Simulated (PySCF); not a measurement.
BiBr3, charge +1, doublet, at a GFN2-xTB geometry (such geometries of metal compounds can be far from the true shape) (a state made from the parent by changing its charge; the spin is typed, not shown lowest) (core potentials on Bi); DF-R2SCAN/def2-SV(P) (PySCF).

PySCF was given this input:
```python
from pyscf import gto, scf, dft

mol = gto.M(
    atom='''
Bi    0.00187441    0.00232546    0.84115044
Br   -1.65440340   -1.41128438   -0.65732947
Br   -0.39564745    2.13436267   -0.66993681
Br    2.04560582   -0.72859294   -0.66746190
''',
    basis='def2-sv(p)',
    ecp={'Bi': 'def2-sv(p)'},
    charge=1,
    spin=1,
    verbose=4,
)

mf = dft.UKS(mol)
mf.xc = 'r2scan'
mf = mf.density_fit(auxbasis='def2-universal-jkfit')
mf.kernel()
mf.analyze()
```

The log (banner, timings and long lists left out):

```
PySCF version 2.14.0

[INPUT] verbose = 4
[INPUT] num. atoms = 4
[INPUT] num. electrons = 127
[INPUT] charge = 1
[INPUT] spin (= nelec alpha-beta = 2S) = 1
[INPUT] symmetry False subgroup None
[INPUT] Mole.unit = angstrom
[INPUT] Symbol           X                Y                Z      unit          X                Y                Z       unit  Magmom
[...]
nuclear repulsion = 1000.34788562829
number of shells = 46
number of NR pGTOs = 283
number of NR cGTOs = 122
basis = def2-sv(p)
ecp = {'Bi': 'def2-sv(p)'}

******** <class 'pyscf.df.df_jk.DFUKS'> ********
method = DFUKS
initial guess = minao
damping factor = 0
level_shift factor = 0
DIIS = <class 'pyscf.scf.diis.CDIIS'>
diis_start_cycle = 1
diis_space = 8
diis_damp = 0
SCF conv_tol = 1e-09
SCF conv_tol_grad = None
SCF max_cycles = 50
direct_scf = False
number electrons alpha = 64  beta = 63
XC library pyscf.dft.libxc version 7.1.2
    S. Lehtola, C. Steigemann, M. J. T. Oliveira, and M. A. L. Marques,  SoftwareX 7, 1–5 (2018)
XC functionals = r2scan
    J. W. Furness, A. D. Kaplan, J. Ning, J. P. Perdew, and J. Sun,  J. Phys. Chem. Lett. 11, 8208–8215 (2020)
    J. W. Furness, A. D. Kaplan, J. Ning, J. P. Perdew, and J. Sun,  J. Phys. Chem. Lett. 11, 9248–9248 (2020)
    J. W. Furness, A. D. Kaplan, J. Ning, J. P. Perdew, and J. Sun,  J. Phys. Chem. Lett. 11, 8208–8215 (2020)
    J. W. Furness, A. D. Kaplan, J. Ning, J. P. Perdew, and J. Sun,  J. Phys. Chem. Lett. 11, 9248–9248 (2020)
radial grids:
    Treutler-Ahlrichs [JCP 102, 346 (1995); DOI:10.1063/1.469408] (M4) radial grids

becke partition: Becke, JCP 88, 2547 (1988); DOI:10.1063/1.454033
pruning grids: <function nwchem_prune>
grids dens level: 3
symmetrized grids: False
atomic radii adjust function: <function treutler_atomic_radii_adjust>
small_rho_cutoff = 0
Set gradient conv threshold to 3.16228e-05
tot grids = 84720
init E= -7906.77346884828

cycle= 1 E= -7933.1184616462  delta_E= -26.3  |g|= 2.05  |ddm|= 9.66
cycle= 2 E= -7928.24547669263  delta_E= 4.87  |g|= 4.16  |ddm|= 7.35
cycle= 3 E= -7935.11600284611  delta_E= -6.87  |g|=    1  |ddm|=  4.3
cycle= 4 E= -7935.86926928592  delta_E= -0.753  |g|= 0.454  |ddm|= 2.52
cycle= 5 E= -7936.01805451665  delta_E= -0.149  |g|= 0.0861  |ddm|= 0.676
cycle= 6 E= -7936.0202219793  delta_E= -0.00217  |g|= 0.0321  |ddm|= 0.153
cycle= 7 E= -7936.0171479936  delta_E= 0.00307  |g|= 0.057  |ddm|= 0.235
cycle= 8 E= -7936.01882377919  delta_E= -0.00168  |g|= 0.0408  |ddm|= 0.359
[...]
converged SCF energy = -7936.02056744689  <S^2> = 0.75305576  2S+1 = 2.0030534
Total Energy =                       -7936.020567446887071
[...]
spin_pop of  2 Br 2s       -0.00000
spin_pop of  2 Br 3s        0.00003
spin_pop of  2 Br 4s        0.00032
spin_pop of  2 Br 5s       -0.00049
spin_pop of  2 Br 2px       0.00000
spin_pop of  2 Br 2py       0.00000
spin_pop of  2 Br 2pz       0.00000
spin_pop of  2 Br 3px       0.00007
spin_pop of  2 Br 3py       0.00000
spin_pop of  2 Br 3pz       0.00000
spin_pop of  2 Br 4px       0.32767
spin_pop of  2 Br 4py       0.01573
spin_pop of  2 Br 4pz       0.00410
spin_pop of  2 Br 5px       0.00008
spin_pop of  2 Br 5py      -0.00029
spin_pop of  2 Br 5pz      -0.00014
spin_pop of  2 Br 3dxy     -0.00002
spin_pop of  2 Br 3dyz     -0.00000
spin_pop of  2 Br 3dz^2    -0.00001
spin_pop of  2 Br 3dxz     -0.00001
spin_pop of  2 Br 3dx2-y2   -0.00002
spin_pop of  2 Br 4dxy     -0.00012
spin_pop of  2 Br 4dyz     -0.00019
spin_pop of  2 Br 4dz^2    -0.00004
spin_pop of  2 Br 4dxz      0.00005
spin_pop of  2 Br 4dx2-y2   -0.00008
spin_pop of  2 Br 5dxy     -0.00000
spin_pop of  2 Br 5dyz     -0.00001
spin_pop of  2 Br 5dz^2    -0.00000
spin_pop of  2 Br 5dxz     -0.00000
spin_pop of  2 Br 5dx2-y2   -0.00001
spin_pop of  3 Br 1s        0.00000
spin_pop of  3 Br 2s       -0.00000
spin_pop of  3 Br 3s        0.00003
spin_pop of  3 Br 4s        0.00032
spin_pop of  3 Br 5s       -0.00052
spin_pop of  3 Br 2px       0.00000
spin_pop of  3 Br 2py       0.00000
spin_pop of  3 Br 2pz       0.00000
spin_pop of  3 Br 3px       0.00001
spin_pop of  3 Br 3py       0.00006
spin_pop of  3 Br 3pz       0.00000
spin_pop of  3 Br 4px       0.04208
spin_pop of  3 Br 4py       0.30143
spin_pop of  3 Br 4pz       0.00408
spin_pop of  3 Br 5px      -0.00027
spin_pop of  3 Br 5py       0.00005
spin_pop of  3 Br 5pz      -0.00014
spin_pop of  3 Br 3dxy     -0.00002
spin_pop of  3 Br 3dyz     -0.00001
spin_pop of  3 Br 3dz^2    -0.00001
spin_pop of  3 Br 3dxz     -0.00000
spin_pop of  3 Br 3dx2-y2   -0.00002
spin_pop of  3 Br 4dxy     -0.00012
spin_pop of  3 Br 4dyz      0.00003
spin_pop of  3 Br 4dz^2    -0.00004
spin_pop of  3 Br 4dxz     -0.00017
spin_pop of  3 Br 4dx2-y2   -0.00010
spin_pop of  3 Br 5dxy     -0.00001
spin_pop of  3 Br 5dyz     -0.00000
spin_pop of  3 Br 5dz^2    -0.00000
spin_pop of  3 Br 5dxz     -0.00001
spin_pop of  3 Br 5dx2-y2   -0.00001
In total            64.00000 | 63.00000

WARN: System has nonzero charge 1; the dipole moment is origin-dependent.
Location of origin: [0. 0. 0.]

Dipole moment(X, Y, Z, Debye):  0.00739,  0.00846,  2.77063
```
